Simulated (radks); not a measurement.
Numerical settings for neutral boron, [He] 2s2 2p1. Calculated with a radial shooting solver on a logarithmic mesh with Libxc functionals: non-relativistic Kohn-Sham, TPSS, spin-polarised, spherical densities, point nucleus; open shells are filled with parallel spins first; meta-GGA in the generalised Kohn-Sham scheme. The defaults (mesh step 0.008 in ln r, mesh end at 40 bohr or more with all orbitals vanishing there, Anderson mixing 0.5 over 9 steps, residual threshold near 1e-9 with the energy settled to 1e-9 hartree or 1e-11 of itself, here a cap of 56 iterations) give E = -24.655 hartree and 2p at -3.980 eV in 34 iterations. Run on one thread of a shared host, so times are rough (Arm Neoverse N1): 0.34 s of CPU time, 0.34 s wall, 34 iterations on 2496 mesh points. Changes against that run (0 stands for a change within the tolerance of the run):

setting                     iterations         converged  E (mhartree)  e(2p) (meV)  CPU (s)
mesh step in ln r 0.012             21               yes             0            0     0.15
mesh step in ln r 0.003             27               yes             0            0     0.69
mesh step in ln r 0.2               56                no     -1.67e+05            -     0.14
mesh end (bohr) 3                   21  level above zero          +566    +1.12e+04     0.18
mesh end (bohr) 8                   35               yes        +0.916        +85.2     0.32
residual threshold 1e-05            21               yes             0            0     0.22
residual threshold 1e-13            56                no             0            0     0.52
mixing 1.5                          25               yes             0            0     0.26
linear mixing, mixing 0.05          56                no       +0.0491         -262     0.52
linear mixing, mixing 0.8           56                no             0            0     0.46
mixing history 3                    56                no             0            0     0.49
iteration cap 3                      3                no       +0.0294        +39.4     0.04

Settled on a wrong energy, with an occupied level pushed above zero by the early mesh end: mesh end (bohr) 3 (+0.566 hartree). Apart from these: no run marked as converged misses the energy by more than 1 mhartree. A mesh that ends early acts as a hard wall.
